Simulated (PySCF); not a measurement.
**Working out the ionisation energy of C(2+)**

C(2+) [He] 2s2 (1S) → C(3+) [He] 2s1 (2S). All numbers are calculated (PySCF 2.14, scalar relativity by spin-free X2C-1e, in dyall-acv3z). Frozen: nothing; the 5 highest virtual orbitals dropped. Energies in hartree (1 hartree = 27.21139 eV):

```csv
part,C(2+) (lower),C(3+) (upper)
UHF,-36.423719,-34.740710
CCSD correlation,-0.121687,-0.046244
(T),-0.000600,-0.000015
```

Question: What does Hartree-Fock give?

Answer: (-34.740710) − (-36.423719) = 1.683009 hartree = 45.797 eV.

Question: What do CCSD and CCSD(T) give?

Answer: The CCSD correlation energies differ by 0.075443 hartree = 2.053 eV and the triples by 0.000585 hartree = 0.016 eV, so CCSD gives 47.850 eV and CCSD(T) 47.866 eV.

Measured between the centres of the two terms (NIST): 47.888 eV, so CCSD(T) (valence and next inner shell) is off by -0.022 eV.

The coupled-cluster amplitudes are large, so a single reference is strained.

What remains against the reference includes basis incompleteness and higher excitations.
